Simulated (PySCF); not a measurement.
Calculation: PBE-D3(BJ)/def2-TZVP // B3LYP-D3(BJ)/def2-TZVP run with PySCF. All species are isolated molecules in the gas phase. One relaxed conformer stands for a flexible species; it need not be the lowest. Excitations are Tamm–Dancoff values on a coarser integration grid. The basis has no diffuse functions, so Rydberg states are missing or too high.

Reference species (SMILES): `[In]([CH3])([CH3])[CH3]` (neutral, multiplicity 1).

```
Item                     Result
----------------------  -------
T1 excitation (TDA)     4.08 eV
S1 oscillator strength    0.000
HOMO–LUMO gap           4.22 eV
```

Changed species: `[CH3][In]([CH3])[OH]` (C–In–O–H torsion 0°) (1 of 3 CH3 replaced by OH; the reference has 0 of 3 CH3 replaced by OH).

Task: Predict the effect on the T1 excitation (TDA), S1 oscillator strength and HOMO–LUMO gap.

Result: the T1 excitation (TDA) increases by 0.38 eV, to 4.46 eV; the S1 oscillator strength stays essentially unchanged; the HOMO–LUMO gap rises by 0.51 eV, to 4.73 eV.
